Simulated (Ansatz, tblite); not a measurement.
Isomers of Al2S3 (singlet), found by a short tight-binding search and relaxed with PBE-D4/def2-SVP in Ansatz.

The xTB rows come from tblite. LC-ωPBE has ω = 0.4 bohr⁻¹. Correlated methods freeze 25 core orbitals.

Other spin states were run for one of them alone.

A:

Cartesian coordinates in Å:
```
Al -0.9912 0.3197 -1.7947
Al 0.2459 -1.0409 1.7784
S -1.0961 0.9218 0.7314
S 0.9394 0.9095 0.0199
S 0.9021 -1.1100 -0.7350
```

B:

| atom | x (Å) | y (Å) | z (Å) |
| --- | --- | --- | --- |
| Al1 | -1.099 | -0.076 | 1.206 |
| Al2 | 0.685 | 0.177 | -1.472 |
| S3 | -0.790 | -0.466 | 3.164 |
| S4 | -1.429 | 0.346 | -0.919 |
| S5 | 2.634 | 0.019 | -1.978 |

C:

```xyz
5

Al   -1.8581   -1.0358    0.6628
Al    0.7911    0.6053    0.0223
S    -0.9116    0.0626   -1.4264
S     0.3148   -1.5730   -0.5441
S     1.6638    1.9408    1.2853
```

Task: Estimate which lies lowest at each level, and how far above it the others are (kcal/mol).

Result: 
```
              level     A    B     C
           GFN1-xTB  15.3  0.0  13.6
           GFN2-xTB  82.1  0.0  43.2
       HF/def2-TZVP  59.1  0.0  26.4
      HF/def2-TZVPP  59.0  0.0  26.3
   PBE-D4/def2-TZVP  34.2  0.0  13.7
r2SCAN-D4/def2-TZVP  50.1  0.0  20.7
  PBE0-D4/def2-TZVP  38.5  0.0  15.4
  LC-ωPBE/def2-TZVP  47.6  0.0  19.3
     MP2/def2-TZVPP  47.9  0.0  20.0
    CCSD/def2-TZVPP  47.1  0.0  19.2
 CCSD(T)/def2-TZVPP  45.1  0.0  18.3
```
Point groups (tolerance 0.1 Å): A C2v, B C2v, C Cs. Lower isomers may exist.
